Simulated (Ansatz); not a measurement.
**C2H9GeN: structure from calculated spectroscopic constants**

These gas-phase data were calculated for one isomer of C2H9GeN at PBE-D3(BJ)/def2-SVP (harmonic, unscaled wavenumbers; equilibrium rotational constants with average atomic masses):

* rotational constants: 4.992, 4.677, 2.957 GHz
* all wavenumbers above 1500 cm⁻¹: 3518, 3425, 3099, 3085, 3084, 3078, 2984, 2976, 2058, 1505
* dipole moment: 1.40 D (PBE0/def2-TZVPD)

Candidates:

(1) `C[CH2][GeH2][NH2]`, a singlet
(2) `[CH3][GeH]([CH3])[NH2]`, a singlet

**Question.** Assign the data to one candidate and say why.

**Answer.** Candidate (2). 1 mode lies between 1900 and 2250 cm⁻¹, one for each Ge–H bond, while (1) has 2.

The same quantities for all candidates:

```tsv
	rotational constants (GHz)	wavenumbers above 1500 cm⁻¹	dipole (D)	E above the lowest, PBE-D3(BJ)/def2-SVP (kcal/mol)
(1)	7.392, 2.992, 2.387	3527, 3432, 3048, 3040, 3026, 2977, 2958, 2075, 2064, 1503	1.75	7.9
(2)	4.992, 4.677, 2.957	3518, 3425, 3099, 3085, 3084, 3078, 2984, 2976, 2058, 1505	1.40	0.0
```

Harmonic stretches to hydrogen usually lie a few per cent above observed fundamentals. Each candidate is one conformer. Programs: Ansatz 0.2.0.
